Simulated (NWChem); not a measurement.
# A calculation on CAgClO

```xyz
4

Ag     0.0000     0.0000     0.0231
Cl     0.0000     0.0000    -2.2448
O      0.0000     0.0000     3.1390
C      0.0000     0.0000     1.9941
```
Charge 0, spin multiplicity 1.

Program: NWChem. The geometry was optimised at PBE/def2-SVP with def2 effective core potentials on Ag, a minimum by its harmonic frequencies.

Symmetry labels belong to the abelian group C2v used in the runs, with the axes of the coordinates shown; states degenerate in a higher group split over its labels.

Effective core potentials replace the inner electrons of Ag; spin-orbit coupling is left out. The structure started from a generated list of species.

List the lowest 6 singlet excitations that TDA-CAM-B3LYP/def2-SVP with def2 effective core potentials on Ag gives, with oscillator strengths.


```csv
state,symmetry,energy (eV),wavelength (nm),f
1,a2,4.51,275,0.000
2,a1,4.56,272,0.000
3,a2,4.56,272,0.000
4,b2,4.89,254,0.036
5,b1,4.89,254,0.036
6,a1,5.27,235,0.196
```
